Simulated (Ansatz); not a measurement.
Method: frozen-core CCSD(T)/cc-pVTZ // CAM-B3LYP-D3(BJ)/def2-TZVP (Ansatz, a program for electronic structure). The geometry is that of the parent before the electron was removed.

Ansatz 0.2 input:
```yaml
crystal:
  periodic: [false, false, false]
  atoms:
    - { symbol: C, position_ang: [-0.747898, 1.771751, -0.301922] }
    - { symbol: Si, position_ang: [0.086907, 0.302405, 0.522066] }
    - { symbol: Si, position_ang: [-1.367262, -1.524202, 0.63718] }
    - { symbol: Si, position_ang: [2.025852, -0.308169, -0.632074] }
    - { symbol: H, position_ang: [-1.643027, 2.068392, 0.245181] }
    - { symbol: H, position_ang: [-0.076472, 2.6298, -0.34083] }
    - { symbol: H, position_ang: [-1.043009, 1.529127, -1.323267] }
    - { symbol: H, position_ang: [0.475731, 0.665438, 1.909281] }
    - { symbol: H, position_ang: [-2.600719, -1.175124, 1.380842] }
    - { symbol: H, position_ang: [-1.758666, -1.952691, -0.72651] }
    - { symbol: H, position_ang: [-0.71869, -2.669553, 1.315568] }
    - { symbol: H, position_ang: [2.699148, -1.444654, 0.037076] }
    - { symbol: H, position_ang: [2.978716, 0.82446, -0.706281] }
    - { symbol: H, position_ang: [1.689389, -0.716983, -2.016312] }
basis:
  gaussian: { orbitals: cc-pVTZ }
correlation:
  method: ccsd_t
total_charge: 1
magnetization:
  spin_polarized: true
  initial_magnetization: 1
```

Output:

```
Functional definition: HF
1524 factors; integrals over basis functions are off by at most 1.0e-3 eV
mean field evaluation 1: about -24763.8849 eV, gradient 2.5e1 eV
mean field evaluation 2: about -24763.8969 eV, gradient 2.5e1 eV
mean field evaluation 4: about -24767.9828 eV, gradient 2.9e0 eV
mean field evaluation 8: about -24768.1189 eV, gradient 1.3e-1 eV
mean field evaluation 16: about -24768.0830 eV, gradient 7.5e-1 eV
mean field evaluation 32: about -24766.9961 eV, gradient 8.3e-1 eV
mean field evaluation 64: about -24766.1571 eV, gradient 2.2e-3 eV
mean field evaluation 96: about -24766.1390 eV, gradient 1.6e-1 eV
mean field -24768.11955587 eV, -910.2116052437 hartree, gradient 5.6e-6 eV, S^2 0.793728; 4 other end points of the search recorded, 0 dependent functions left out
determinant -24768.11955587 eV, -910.2116052437 hartree, with singles and doubles -24785.28445411 eV, -910.8424036192 hartree
determinant -24767.08843279 eV, -910.1737121694 hartree, with singles and doubles -24784.35987586 eV, -910.8084259955 hartree
determinant -24766.15712637 eV, -910.1394872900 hartree, with singles and doubles -24783.41461056 eV, -910.7736881363 hartree
16 core orbitals not correlated
reference -24768.11955587 eV, -910.2116052437 hartree; 13, 12 occupied and 243, 244 virtual orbitals, 1524 factors
second order -14.60307462 eV of doubles, -0.00000000 eV of singles
cycle   1  -16.76378411 eV  change    -1.2e0 eV  update   2.9e-2
cycle   2  -16.78745802 eV  change   -2.4e-2 eV  update   6.7e-3
cycle   3  -16.78998567 eV  change   -2.5e-3 eV  update   2.5e-3
cycle   4  -16.79138809 eV  change   -1.4e-3 eV  update   9.5e-4
cycle   5  -16.79191160 eV  change   -5.2e-4 eV  update   4.9e-4
cycle   6  -16.79211036 eV  change   -2.0e-4 eV  update   3.0e-4
cycle   7  -16.79222547 eV  change   -1.2e-4 eV  update   1.5e-4
cycle   8  -16.79218225 eV  change    4.3e-5 eV  update   7.1e-5
cycle   9  -16.79212660 eV  change    5.6e-5 eV  update   2.8e-5
cycle  10  -16.79211612 eV  change    1.0e-5 eV  update   1.2e-5
perturbative correction -0.61564725 eV, -0.0226246191 hartree
Total energy: -24785.52731924 eV, -910.8513287481 hartree
```

Cost: around 90 core-minutes (rough).
